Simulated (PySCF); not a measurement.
From computed data to an observable: chemical shift, span and skew from a shielding tensor

C4F5, SMILES F[C]1C(F)=C(F)C1(F)F (connectivity only; charge and spin as stated), charge +1, multiplicity 1. Atoms are numbered in the order given.

```xyz
9

F      0.0000     2.2571     0.2538
C      0.0000     1.0001     0.2120
C      0.0000     0.0000     1.1977
F      0.0000     0.0000     2.4752
C      0.0000    -1.0001     0.2120
F      0.0000    -2.2571     0.2538
C      0.0000     0.0000    -0.9613
F     -1.0870     0.0000    -1.7115
F      1.0870     0.0000    -1.7115
```
Charge +1, spin multiplicity 1.

Coordinates come from a B3LYP-D3(BJ)/def2-SVP optimisation. The multiplicity is an assumed one; other spin states were not compared. The isomer is the one that the SMILES or the coordinates give; other isomers of the formula were not compared.

GIAO shieldings from HF/pcSseg-1 in PySCF, non-relativistic, no solvent. The symmetric part of the tensor of C7 has the principal values 72.2, 85.3, 105.3 ppm. The same nucleus in TMS has σ = 192.6 ppm at this level (PySCF, at its B3LYP-D3(BJ)/def2-TZVP geometry).

Task: Work out the isotropic shielding, the ¹³C shift against TMS, the span and the skew.

Result: 
σ(iso) = (σ11 + σ22 + σ33)/3 = 87.6 ppm. δ = σ(ref) − σ(iso) = 192.6 − (87.6) = 105.0 ppm.
Span Ω = σ33 − σ11 = 33.1 ppm. Skew κ = 3(σ(iso) − σ22)/Ω = 0.21. Tumbling in solution averages the tensor to δ; in a static solid the shielding alone would spread this spin-1/2 line over Ω.
